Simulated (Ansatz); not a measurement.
`[BH2][GeH2][SiH3]`. Total charge 0; spin multiplicity 1. The geometry is a stationary point of PBE0-D4/def2-TZVP.

```xyz
10

B    -0.673    0.043    1.861
Ge    0.149    0.957    0.233
Si    0.348   -0.743   -1.442
H     0.020   -0.493    2.673
H    -1.859   -0.036    1.977
H     1.564    1.517    0.470
H    -0.722    2.075   -0.368
H     0.919   -0.164   -2.687
H     1.240   -1.833   -0.966
H    -0.986   -1.322   -1.751
```

Task: What is the dipole moment at r2SCAN/def2-TZVPP? (Estimate.)

Result: The calculation gave: 0.17 D, with components (-0.07, -0.07, 0.14) D in this frame, pointing from negative to positive charge.

Task: And with PBE, B3LYP, ωB97M-V? (An estimate is asked.)

Result: Computed: PBE 0.08 D, B3LYP 0.24 D, ωB97M-V 0.32 D.

Task: Give the Mulliken charges with r2SCAN, PBE, ωB97M-V in def2-TZVPP. (Estimate.)

Result: Computed: 
```
atom  r2SCAN    PBE  ωB97M-V
  B1   -0.04  -0.07    -0.13
 Ge2    0.06   0.07    -0.10
 Si3    0.11   0.04     0.03
  H4    0.02   0.04     0.09
  H5    0.02   0.04     0.09
  H6   -0.01  -0.01     0.02
  H7   -0.01  -0.01     0.02
  H8   -0.06  -0.03    -0.01
  H9   -0.05  -0.03    -0.01
 H10   -0.05  -0.03    -0.01
```

B3LYP here is the variant with VWN-RPA as its local correlation; programs differ in this.
